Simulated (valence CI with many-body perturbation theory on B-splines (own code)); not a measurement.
## E1 line list for Re LXIX

Calculated by valence CI with perturbative core correlation (CI+MBPT): five valence electrons over a frozen Dirac-Fock core [He], a basis of 9 s, 9 p, 8 d, 6 f, 3 g, 1 h functions for each j, with the one-electron correlation potential Σ1, the two-electron term Σ2, the three-electron term Σ3, Breit, model QED; selected CI, second order for the rest (own B-spline code, finite nucleus).

No measured spectrum was set against this ion. As an estimate, large intervals hold to a few tenths of a per cent, small ones and those within an open d or f shell to about a per cent. Among the levels kept, up to 1200 cm⁻¹ of a level comes from second order outside the variational space, and about a tenth of that is noise between levels of different J, which matters for small intervals.

Lines 151 to 200 of 262 in falling wavelength, among levels below 856.48 Ry, chosen from the strongest by gf and those to the six lowest levels. Wavelengths and rates use the calculated energies. Electric multipoles are in the length gauge, E1 and E2 with the static RPA response of the core. Weak lines are less certain than strong ones. Lines between different terms over intervals too small for the method are left out, as are lines whose strength nearly cancels. The highest levels of a list are the least certain.

Levels are named by their leading jj configuration (3d3/2^4 stands for four electrons in 3d with j = 3/2), which in mixed levels can hold well under half, so a name can repeat and another be missing. Letters in brackets count levels of one name in rising energy.

```csv
λ vac (nm),Upper,Lower,A (s⁻¹),log gf,Branch %
0.1370,(2s^2 2p1/2^2 3s) J=1/2,(2s^2 2p1/2^2 2p3/2) J=3/2,2.40e+14,-0.87,100.0
0.1369,(2s 2p1/2^2 2p3/2 3s) J=3/2 [a],(2s 2p1/2^2 2p3/2^2) J=5/2,1.83e+14,-0.69,64.4
0.1368,(2s^2 2p1/2 2p3/2 3s) J=5/2,(2s^2 2p1/2 2p3/2^2) J=5/2,1.15e+14,-0.71,66.7
0.1368,(2s^2 2p1/2 2p3/2 3s) J=3/2 [a],(2s^2 2p1/2 2p3/2^2) J=3/2,1.02e+14,-0.94,65.5
0.1367,(2s^2 2p1/2 2p3/2 3s) J=3/2 [b],(2s^2 2p1/2 2p3/2^2) J=5/2,1.73e+14,-0.71,54.5
0.1366,(2s^2 2p1/2 2p3/2 3s) J=1/2,(2s^2 2p1/2 2p3/2^2) J=3/2,2.03e+14,-0.94,60.2
0.1365,(2s^2 2p1/2 2p3/2 3s) J=5/2,(2s^2 2p1/2 2p3/2^2) J=3/2,8.10e+12,-1.87,4.7
0.1364,(2s^2 2p1/2 2p3/2 3s) J=3/2 [b],(2s^2 2p1/2 2p3/2^2) J=3/2,3.17e+13,-1.45,10.0
0.1358,(2s 2p1/2^2 2p3/2 3s) J=3/2 [b],(2s 2p1/2^2 2p3/2^2) J=5/2,1.84e+13,-1.69,13.3
0.1354,(2s^2 2p1/2 2p3/2 3p3/2) J=1/2 [a],(2s 2p1/2^2 2p3/2^2) J=1/2,1.78e+12,-3.01,21.9
0.1353,(2s^2 2p1/2 2p3/2 3p3/2) J=3/2 [a],(2s 2p1/2^2 2p3/2^2) J=1/2,6.07e+10,-4.18,1.2
0.1349,(2s^2 2p1/2 2p3/2 3p3/2) J=3/2 [b],(2s 2p1/2^2 2p3/2^2) J=1/2,4.29e+11,-3.33,9.8
0.1339,(2s^2 2p1/2 2p3/2 3p3/2) J=5/2 [a],(2s 2p1/2^2 2p3/2^2) J=5/2,1.23e+12,-2.70,26.7
0.1337,(2s^2 2p1/2 2p3/2 3p3/2) J=3/2 [a],(2s 2p1/2^2 2p3/2^2) J=5/2,3.45e+11,-3.43,7.1
0.1336,(2s^2 2p1/2 2p3/2 3p3/2) J=7/2,(2s 2p1/2^2 2p3/2^2) J=5/2,2.26e+10,-4.32,0.5
0.1333,(2s^2 2p1/2 2p3/2 3p3/2) J=3/2 [b],(2s 2p1/2^2 2p3/2^2) J=5/2,7.92e+11,-3.07,18.1
0.1332,(2s^2 2p1/2 2p3/2 3p3/2) J=5/2 [b],(2s 2p1/2^2 2p3/2^2) J=5/2,4.86e+10,-4.11,1.1
0.1316,(2s 2p1/2^2 2p3/2 3p1/2) J=3/2 [a],(2s^2 2p1/2 2p3/2^2) J=1/2,1.01e+11,-3.98,0.0
0.1309,(2s 2p1/2^2 2p3/2 3p1/2) J=3/2 [a],(2s^2 2p1/2 2p3/2^2) J=5/2,3.60e+10,-4.43,0.0
0.1309,(2s 2p1/2^2 2p3/2 3p1/2) J=5/2,(2s^2 2p1/2 2p3/2^2) J=5/2,1.06e+11,-3.78,0.0
0.1306,(2s 2p1/2^2 2p3/2 3p1/2) J=3/2 [a],(2s^2 2p1/2 2p3/2^2) J=3/2,1.06e+12,-2.96,0.5
0.1306,(2s 2p1/2^2 2p3/2 3p1/2) J=5/2,(2s^2 2p1/2 2p3/2^2) J=3/2,8.69e+09,-4.88,0.0
0.1304,(2s 2p1/2^2 2p3/2 3p1/2) J=1/2,(2s^2 2p1/2 2p3/2^2) J=1/2,2.75e+11,-3.85,0.0
0.1304,(2s 2p1/2^2 2p3/2 3p1/2) J=3/2 [b],(2s^2 2p1/2 2p3/2^2) J=1/2,1.31e+11,-3.87,0.0
0.1297,(2s 2p1/2^2 2p3/2 3p1/2) J=3/2 [b],(2s^2 2p1/2 2p3/2^2) J=5/2,7.56e+11,-3.12,0.2
0.1295,(2s 2p1/2^2 2p3/2 3d3/2) J=3/2 [a],(2s 2p1/2^2 2p3/2^2) J=1/2,9.07e+13,-1.04,26.0
0.1294,(2s 2p1/2^2 2p3/2 3d3/2) J=1/2 [a],(2s 2p1/2^2 2p3/2^2) J=3/2,1.01e+14,-1.29,66.9
0.1294,(2s 2p1/2^2 2p3/2 3d3/2) J=1/2 [a],(2s 2p1/2^2 2p3/2^2) J=1/2,4.87e+13,-1.61,32.1
0.1293,(2s 2p1/2^2 2p3/2 3p1/2) J=3/2 [b],(2s^2 2p1/2 2p3/2^2) J=3/2,1.26e+11,-3.90,0.0
0.1286,(2s^2 2p1/2 2p3/2 3d3/2) J=3/2 [a],(2s^2 2p1/2 2p3/2^2) J=1/2,5.99e+13,-1.23,11.6
0.1285,(2s^2 2p1/2 2p3/2 3d3/2) J=1/2 [a],(2s^2 2p1/2 2p3/2^2) J=1/2,7.95e+13,-1.41,28.2
0.1284,(2s 2p1/2^2 2p3/2 3d3/2) J=3/2 [b],(2s 2p1/2^2 2p3/2^2) J=3/2,4.54e+13,-1.35,28.9
0.1284,(2s 2p1/2^2 2p3/2 3d3/2) J=3/2 [b],(2s 2p1/2^2 2p3/2^2) J=1/2,5.47e+12,-2.27,3.5
0.1282,(2s 2p1/2^2 2p3/2 3d3/2) J=1/2 [b],(2s 2p1/2^2 2p3/2^2) J=3/2,1.34e+14,-1.18,36.7
0.1282,(2s 2p1/2^2 2p3/2 3d3/2) J=1/2 [b],(2s 2p1/2^2 2p3/2^2) J=1/2,2.09e+14,-0.99,57.4
0.1281,(2s 2p1/2^2 2p3/2 3d3/2) J=5/2 [a],(2s 2p1/2^2 2p3/2^2) J=5/2,1.40e+14,-0.69,85.0
0.1280,(2s^2 2p1/2 2p3/2 3d3/2) J=3/2 [b],(2s^2 2p1/2 2p3/2^2) J=1/2,8.51e+13,-1.08,4.3
0.1280,(2s 2p1/2^2 2p3/2 3d3/2) J=3/2 [a],(2s 2p1/2^2 2p3/2^2) J=5/2,2.47e+14,-0.61,70.8
0.1280,(2s 2p1/2^2 2p3/2 3d3/2) J=7/2,(2s 2p1/2^2 2p3/2^2) J=5/2,2.19e+13,-1.37,75.8
0.1279,(2s^2 2p1/2 2p3/2 3d3/2) J=1/2 [b],(2s^2 2p1/2 2p3/2^2) J=1/2,6.41e+13,-1.50,3.0
0.1279,(2s^2 2p1/2 2p3/2 3d3/2) J=3/2 [a],(2s^2 2p1/2 2p3/2^2) J=5/2,5.27e+13,-1.29,10.2
0.1278,(2s^2 2p1/2 2p3/2 3d3/2) J=5/2 [a],(2s^2 2p1/2 2p3/2^2) J=5/2,1.22e+14,-0.75,62.4
0.1278,(2s 2p1/2^2 2p3/2 3d5/2) J=5/2,(2s 2p1/2^2 2p3/2^2) J=3/2,1.73e+14,-0.60,12.9
0.1278,(2s^2 2p1/2^2 3d3/2) J=3/2,(2s^2 2p1/2^2 2p3/2) J=3/2,2.73e+14,-0.57,99.5
0.1276,(2s^2 2p1/2 2p3/2 3d3/2) J=7/2,(2s^2 2p1/2 2p3/2^2) J=5/2,3.54e+13,-1.16,96.9
0.1275,(2s^2 2p1/2 2p3/2 3d3/2) J=3/2 [a],(2s^2 2p1/2 2p3/2^2) J=3/2,1.54e+14,-0.82,29.9
0.1275,(2s^2 2p1/2 2p3/2 3d3/2) J=5/2 [a],(2s^2 2p1/2 2p3/2^2) J=3/2,3.15e+11,-3.34,0.2
0.1275,(2s^2 2p1/2 2p3/2 3d3/2) J=1/2 [a],(2s^2 2p1/2 2p3/2^2) J=3/2,1.55e+14,-1.12,55.0
0.1274,(2s^2 2p1/2 2p3/2 3d3/2) J=5/2 [b],(2s^2 2p1/2 2p3/2^2) J=5/2,2.49e+13,-1.44,1.3
0.1273,(2s^2 2p1/2 2p3/2 3d3/2) J=3/2 [b],(2s^2 2p1/2 2p3/2^2) J=5/2,2.19e+14,-0.67,11.2
```

(1) How does gf follow from A for the line at 0.1364 nm?

Answers

(1) gf = 1.4992 × (2J+1)_upper × A / σ², with σ = 73340319 cm⁻¹ and 2J+1 = 4: gf = 0.0354.
